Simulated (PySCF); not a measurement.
**Excitation energy of Br⁺ by level of theory**

Br⁺ [Ar] 3d10 4s2 4p4 (3P) → Br⁺ [Ar] 3d10 4s1 4p4 5s1 (5P), as a difference of total energies. All numbers are calculated (PySCF 2.14, no relativity, point nucleus, in dyall-av2z). Correlated levels: valence: [Ar] 3d10 frozen; virtual orbitals above 40 to 60 times the deepest correlated orbital energy dropped. The calculations carry no spin-orbit coupling.

| method | excitation energy (cm⁻¹) |
| --- | --- |
| UHF | 187610 |
| LDA | 194530 |
| PBE | 192380 |
| PBE0 | 193460 |
| r2SCAN | 193000 |
| BP86 | 192750 |
| B97-3 | 196300 |
| PBEsol | 192230 |
| B3LYP | 195330 |
| MP2 (valence) | 186500 |
| SCS-MP2 (valence) | 187380 |

A first-order spin-orbit estimate (lowest level to lowest level, LS coupling) adds -0.022 eV.

The upper state lies above the first ionisation limit, where it may autoionise and the basis confines it. A Rydberg-like electron needs more diffuse functions than a valence basis has.

The promoted electron is Rydberg-like, and one or two diffuse shells describe it only roughly, which tends to raise the upper state.
